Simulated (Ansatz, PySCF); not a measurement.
H3NO3S, SMILES O=S(O)(N)=O.

Geometry: r2SCAN-D4/def2-SVP. The values are those of a single conformer.

Vertical ionisation energy (IE) and electron affinity (EA) in eV. Rows of orbital energies are one-electron estimates. Where ΔSCF, EOM or ADC give a negative EA the extra electron is unbound and the value depends on the basis.

```
level                                                                   IE     EA
-------------------------------------------------------------------  -----  -----
−ε(HOMO), −ε(LUMO), r2SCAN/def2-TZVP (PySCF)                          7.64   0.09
−ε(HOMO), −ε(LUMO), PBE/def2-TZVP (PySCF)                              ___    ___
ΔSCF, PBE0/def2-SVPD (Ansatz), final states of multiplicity 2 and 2  11.48  -0.78
ΔSCF, PBE/def2-SVPD (Ansatz), final states of multiplicity 2 and 2   10.93  -0.61
```

Some entries are withheld; supply them. (An estimate is asked for; the answer gives what the named calculation found.)


- −ε(HOMO), −ε(LUMO), PBE/def2-TZVP (PySCF), IE: 7.24
- −ε(HOMO), −ε(LUMO), PBE/def2-TZVP (PySCF), EA: 0.73

What vertical singlet–triplet gap does ΔSCF give with PBE0/def2-SVPD (Ansatz, a first-principles code) and with PBE/def2-SVPD (Ansatz)? (An estimate is asked for; the answer gives what the named calculation found.)

7.09 and 6.43 eV (triplet above singlet where positive).
